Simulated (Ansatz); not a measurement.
A first, cheap relaxation of `[SiH3]C(Cl)I`.

```yaml
crystal:
  periodic: [false, false, false]
  atoms:
    - {symbol: Si, position_ang: [0.118100, 0.859300, -0.176100]}
    - {symbol: C, position_ang: [-0.000600, -0.855600, 0.360100]}
    - {symbol: Cl, position_ang: [1.226100, -1.792200, -0.497500]}
    - {symbol: I, position_ang: [-1.797400, -1.662600, -0.157800]}
    - {symbol: H, position_ang: [-0.140600, 1.059700, -1.670400]}
    - {symbol: H, position_ang: [-0.957100, 1.741600, 0.509600]}
    - {symbol: H, position_ang: [1.410100, 1.521500, 0.149300]}
    - {symbol: H, position_ang: [0.233600, -0.928800, 1.426900]}
basis:
  gaussian: {orbitals: def2-SVP}
hamiltonian: {xc: pbe, dispersion: d4}
relax: {f_tol: 0.03, max_steps: 200}
```

```sh
$ ansatz run in.yaml --threads 4 --pin off --events-out ev --progress --plain --max-ram 10444MiB
```

It prints (some lines left out):

```
Functional definition: PBE
mean field -29583.99383536 eV, -1087.1917206981 hartree, gradient 3.3e-5 eV, S^2 0.000000; 0 other end points of the search recorded, 0 dependent functions left out
relax step   1: F+E_penalty+E_count = -29584.24769836 eV  Δ(F+E_penalty+E_count) = +0.000e0 eV  max|allowed force component| = 3.344e0 eV/Å  Δτ_max = 0.0000 Å  (25 SCF iters, accepted)
mean field -29584.44990722 eV, -1087.2084810298 hartree, gradient 1.6e-5 eV, S^2 0.000000; 0 other end points of the search recorded, 0 dependent functions left out
relax step   2: F+E_penalty+E_count = -29584.69455506 eV  Δ(F+E_penalty+E_count) = -4.469e-1 eV  max|allowed force component| = 1.226e0 eV/Å  Δτ_max = 0.1987 Å  (33 SCF iters, accepted)
mean field -29584.35230499 eV, -1087.2048942142 hartree, gradient 2.6e-5 eV, S^2 0.000000; 0 other end points of the search recorded, 0 dependent functions left out
relax step   3: F+E_penalty+E_count = -29584.59723451 eV  Δ(F+E_penalty+E_count) = +9.732e-2 eV  max|allowed force component| = 1.321e0 eV/Å  Δτ_max = 0.2000 Å  (33 SCF iters, rejected (line search))
mean field -29584.51226699 eV, -1087.2107727091 hartree, gradient 1.2e-5 eV, S^2 0.000000; 0 other end points of the search recorded, 0 dependent functions left out
relax step   4: F+E_penalty+E_count = -29584.75614430 eV  Δ(F+E_penalty+E_count) = -6.159e-2 eV  max|allowed force component| = 2.011e-1 eV/Å  Δτ_max = 0.0584 Å  (27 SCF iters, accepted)
mean field -29584.51371928 eV, -1087.2108260800 hartree, gradient 2.4e-5 eV, S^2 0.000000; 0 other end points of the search recorded, 0 dependent functions left out
relax step   5: F+E_penalty+E_count = -29584.75786659 eV  Δ(F+E_penalty+E_count) = -1.722e-3 eV  max|allowed force component| = 8.920e-2 eV/Å  Δτ_max = 0.0109 Å  (28 SCF iters, accepted)
mean field -29584.51393488 eV, -1087.2108340031 hartree, gradient 2.4e-5 eV, S^2 0.000000; 0 other end points of the search recorded, 0 dependent functions left out
relax step   6: F+E_penalty+E_count = -29584.75807777 eV  Δ(F+E_penalty+E_count) = -2.112e-4 eV  max|allowed force component| = 1.512e-2 eV/Å  Δτ_max = 0.0061 Å  (29 SCF iters, accepted)
mean field -29584.51393488 eV, -1087.2108340031 hartree, gradient 2.3e-5 eV, S^2 0.000000; 1 other end points of the search recorded, 0 dependent functions left out
Total energy: -29584.75811081 eV, -1087.2198073029 hartree
Atom 0 at     0.099775     0.973464    -0.208420 Å, force     0.006770     0.001956    -0.007694 eV/Å
Atom 1 at     0.052862    -0.860665     0.328195 Å, force     0.003117    -0.013703     0.015119 eV/Å
Atom 2 at     1.361360    -1.772055    -0.479446 Å, force    -0.007059     0.009053    -0.002405 eV/Å
Atom 3 at    -1.945960    -1.678249    -0.099857 Å, force    -0.000470     0.000880    -0.003353 eV/Å
Atom 4 at    -0.131381     1.038069    -1.687649 Å, force     0.000495     0.000570     0.007757 eV/Å
Atom 5 at    -0.965492     1.727319     0.536141 Å, force     0.004343    -0.006200    -0.002551 eV/Å
Atom 6 at     1.456181     1.524587     0.136553 Å, force    -0.005367     0.001290    -0.001848 eV/Å
Atom 7 at     0.164854    -1.009571     1.418583 Å, force    -0.001830     0.006154    -0.005024 eV/Å
Dipole moment:     0.031728     0.184631     0.162593 e Å
```

Hardware: 4 threads of a server CPU on a shared host. Wall time 51 s, peak host memory 0.16 GiB.
